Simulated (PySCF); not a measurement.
Cl3Sb. Atoms are numbered in the order given.

```xyz
4

Sb     0.0000     0.0000     0.5821
Cl     1.7913    -1.0342    -0.5821
Cl    -1.7913    -1.0342    -0.5821
Cl     0.0000     2.0685    -0.5821
```
Charge 0, spin multiplicity 1.

The structure is a stationary point at r2SCAN-D4/def2-SVP. The isomer is the one that the SMILES or the coordinates give; other isomers of the formula were not compared. The def2 effective core potentials stand for the cores of Sb; spin–orbit coupling is left out.

Computed with PBE/def2-TZVPD (PySCF).

Symmetry labels are those of the subgroup Cs that the program uses (full group C3v).

**Question.** List the valence orbital energies around the gap with their symmetry. (An estimate is asked for; the answer gives what the named calculation found.)

**Answer.** 
```csv
orbital,symmetry,energy (eV)
HOMO−7,A",-10.24
HOMO−6,A',-9.32
HOMO−5,A",-8.43
HOMO−4,A',-8.43
HOMO−3,A',-7.99
HOMO−2,A",-7.99
HOMO−1,A",-7.85
HOMO,A',-7.57
LUMO,A",-2.94
LUMO+1,A',-2.94
LUMO+2,A',-2.86
LUMO+3,A',-0.29
```
